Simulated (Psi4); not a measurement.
Approach curve of the dimer F4Si ··· Li+ (SMILES F[Si](F)(F)F and [Li+]) (charge +1), singlet. Monomers: optimised at B3LYP-D3(BJ) (def2-TZVP), held rigid. Orientation: lowest of the rigid-body minima from ten starts at GFN2-xTB (searched outside a hard wall at short contacts). R is the distance of the centres of mass, along which the second monomer moves. The shortest distances reach bonding range, where SAPT0 and rigid monomers are unreliable.

- PBE/def2-TZVP, counterpoise-corrected (Psi4)
- PBE-D3(BJ)/def2-TZVP, counterpoise-corrected (Psi4)
- SAPT0/jun-cc-pVDZ, all electrons correlated (Psi4)

Interaction energies in kJ/mol; the last columns give the difference from SAPT0:

| R / Å | PBE/def2-TZVP | PBE-D3(BJ)/def2-TZVP | SAPT0/jun-cc-pVDZ | PBE/def2-TZVP − SAPT0/jun-cc-pVDZ | PBE-D3(BJ)/def2-TZVP − SAPT0/jun-cc-pVDZ |
|---|---|---|---|---|---|
| 3.13 | -26.93 | -29.89 | -25.01 | -1.91 | -4.88 |
| 3.35 | -53.32 | -56.07 | -52.94 | -0.38 | -3.13 |
| 3.56 | -52.75 | -55.30 | -52.69 | -0.06 | -2.61 |
| 3.79 | -44.20 | -46.62 | -44.70 | 0.50 | -1.92 |
| 4.06 | -33.38 | -37.21 | -34.59 | 1.21 | -2.62 |
| 4.31 | -25.26 | -29.50 | -26.71 | 1.45 | -2.79 |
| 4.87 | -13.87 | -16.70 | -15.15 | 1.28 | -1.55 |
| 5.52 | -7.61 | -9.13 | -8.55 | 0.95 | -0.57 |
| 6.56 | -3.45 | -3.97 | -4.04 | 0.58 | 0.06 |
| 7.87 | -1.56 | -1.72 | -1.88 | 0.32 | 0.16 |

PBE/def2-TZVP is furthest from SAPT0/jun-cc-pVDZ at 3.13 (-1.91 kJ/mol, below); its mean absolute difference over the points is 0.86 kJ/mol.

PBE-D3(BJ)/def2-TZVP is furthest from SAPT0/jun-cc-pVDZ at 3.13 (-4.88 kJ/mol, below); its mean absolute difference over the points is 2.03 kJ/mol.
